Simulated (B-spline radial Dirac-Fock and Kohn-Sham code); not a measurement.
ΔSCF core binding energies without Breit or QED terms, calculated with a radial finite-basis atomic code.

A sound run for atomic neodymium, [Xe] 4f4 6s2: The ground state converged in 13 iterations, with total energy -9625.13683 Ha, virial ratio 1.92741 and highest orbital energy -4.74 eV. ΔSCF binding energies: K (1s) 43746.4 eV, L3 (2p3/2) 6226.3 eV, M5 (3d5/2) 983.4 eV.

A second run, with one unsound setting: The ground state had not converged after 5 iterations, with total energy -9625.13156 Ha, virial ratio 1.92724 and highest orbital energy -4.61 eV. ΔSCF binding energies: K (1s) 43746.5 eV, L3 (2p3/2) 6226.4 eV, M5 (3d5/2) 983.5 eV (not all states converged, so these are not final).

```
iter   energy (Ha)        error
   1    -9612.43950672  2.01e+00
   2    -9616.08741221  6.95e-01
   3    -9624.59866285  1.45e-01
   4    -9625.06636817  4.93e-02
   5    -9625.13155959  9.00e-03
```

Problem. Which fault fits the second run best?
A. too few iterations
B. too few quadrature points
C. spline order too low
D. functional not served

Solution. A. The input had maxit = 5: maxit ends the run before self-consistency.
